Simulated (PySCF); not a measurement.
Ta²⁺: ionisation energy

Ta²⁺ [Xe] 4f14 5d3 (4F) → Ta³⁺ [Xe] 4f14 5d2 (3F), as a difference of total energies. Computed with PySCF 2.14 in def2-TZVPPD with the def2 core potential (60 electrons), with scalar relativity through the core potential. Correlated levels: valence: 5s2 5p6 frozen; valence and next inner shell: nothing frozen outside the core potential. The calculations carry no spin-orbit coupling.

```
                                method  ionisation energy (eV)
                                   UHF                  23.048
                                   LDA                  24.391
                                   PBE                  24.273
                                  PBE0                  24.170
                                r2SCAN                  24.180
                                  BLYP                  24.072
                                  TPSS                  23.974
                                 TPSSh                  23.959
                               r2SCANh                  24.165
                         MP2 (valence)                  23.326
                     SCS-MP2 (valence)                  23.141
    MP2 (valence and next inner shell)                  23.707
SCS-MP2 (valence and next inner shell)                  23.514
```

**Question.** How much does correlation contribute at MP2 (valence and next inner shell)?

**Answer.** 23.707 − (23.048) = 0.659 eV, measured against UHF.

The reference lies between the lowest fine-structure levels, while these numbers refer to the centres of the terms.

Errors of the correlated levels include the incompleteness of this basis and the frozen core.

For comparison: 23.1 ± 1.6 eV (theoretical estimate listed by NIST; NIST Atomic Spectra Database, ionization energies).
